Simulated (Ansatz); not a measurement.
AlGeH4I: where a starting geometry ends

The starting geometry of this gas-phase singlet was optimised with GFN2-xTB.

```xyz
7

Al    0.8138    0.5535    0.0581
Ge   -1.9357   -0.3125    0.0070
I     0.0188   -1.9228    0.8257
H    -1.0790   -0.0530   -1.3974
H     1.3565    0.4647   -1.3859
H    -0.7160    1.2077    0.4457
H     1.7671    0.9677    1.1998
```

Question: Where would you expect an optimisation with PBE0-D3(BJ)/def2-SVP to take it?

Answer: A new bond forms, giving a structure with I3 bridging Ge2 and Al1, H6 bridging Ge2 and Al1, given below by its coordinates. Contacts that close: Ge2–H6 (2.00 → 1.71 Å).

The energy falls by 0.39 eV over 10 steps:

```json
{"step": "1", "E − E(last) (eV)": "0.393"}
{"step": "2", "E − E(last) (eV)": "0.090"}
{"step": "3", "E − E(last) (eV)": "0.028"}
{"step": "4", "E − E(last) (eV)": "0.014"}
{"step": "5", "E − E(last) (eV)": "0.004"}
{"step": "6", "E − E(last) (eV)": "0.001"}
{"step": "7", "E − E(last) (eV)": "0.000"}
{"step": "8", "E − E(last) (eV)": "0.000"}
{"step": "9", "E − E(last) (eV)": "0.000"}
{"step": "10", "E − E(last) (eV)": "0.000"}
```

Final geometry (Å):

```xyz
7

Al    0.9965    0.4648    0.1043
Ge   -1.9006   -0.0904    0.0949
I     0.0764   -1.9341    0.7177
H    -1.4813   -0.2194   -1.4373
H     1.5067    0.5177   -1.3895
H    -0.6627    1.0809    0.2792
H     1.6906    1.0856    1.3838
```

Frequencies at the end are all real (lowest 157 cm⁻¹). Atoms past krypton carry core potentials, without spin–orbit terms. Run with Ansatz 0.2.0, 21 s on 2 threads of Arm Neoverse V2, on a shared host.
